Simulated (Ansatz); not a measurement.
# CuCl, singlet: energies of several shapes or isomers

Computed with Ansatz's Gaussian-basis code (development build). Basis def2-SVP, nonrelativistic, 10 orbitals frozen in the corrections; active space CAS(18,10). Restricted Hartree–Fock, then the lowest state-specific CASSCF solution met for each case. A CASSCF solution shown is a saddle point in the orbitals. The basis is small, far from the limit. Single-reference values can break down or jump between states where bonds are stretched. Solutions in different active orbitals can move differences by tenths of an eV and at times more than 1 eV.

Case A: bond length 3.0765 Å. A bond is stretched, to 1.31 times the sum of the covalent radii.

Case B: bond length 6.1530 Å. A bond is stretched, to 2.63 times the sum of the covalent radii.

Case C: bond length 4.1020 Å. A bond is stretched, to 1.75 times the sum of the covalent radii.

Energy less that of case A, in eV:

```
case  RHF/ROHF  CASSCF
   B    +3.159  +1.389
   C    +1.732  +1.221
```

Task: Give the SC-NEVPT2 energies against case A.

Result: B: +1.541 eV (35.5 kcal/mol); C: +1.321 eV (30.5 kcal/mol).

Task: Which case is lowest, and do the methods agree?

Result: A is lowest in SC-NEVPT2. Of the methods shown, RHF/ROHF, CASSCF agree.
